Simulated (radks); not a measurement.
Initial-state core-level shifts of the tungsten ion W2+ when its valence configuration changes from [Xe] 4f14 5d4. Calculated with a radial shooting solver on a logarithmic mesh with Libxc functionals: scalar-relativistic Kohn-Sham, PBEsol, spin-unpolarised, spherical densities, point nucleus. Shifts are changes of the shell-averaged eigenvalues in eV (positive: less bound).

valence                    1s       3p       4p       5p
4f14 5d3.5 6s0.5       -1.514   -1.551   -1.549   -1.398
4f12 5d5.5 6s0.5      -22.041  -26.739  -23.487   -8.118
4f14 5d3.5 6p0.5       -2.260   -2.291   -2.291   -2.122
4f12 5d6              -20.343  -25.000  -21.761   -6.588
4f10 5d6 6s2          -50.517  -60.877  -52.837  -19.600
4f13 5d4 6s1          -13.166  -15.458  -13.995   -6.301
4f13.5 5d4 6p0.5       -7.184   -8.294   -7.610   -3.837
4f13 5d4 6s0.5 6p0.5  -13.912  -16.198  -14.737   -7.023
4f12 5d5.5 6p0.5      -22.788  -27.481  -24.231   -8.847
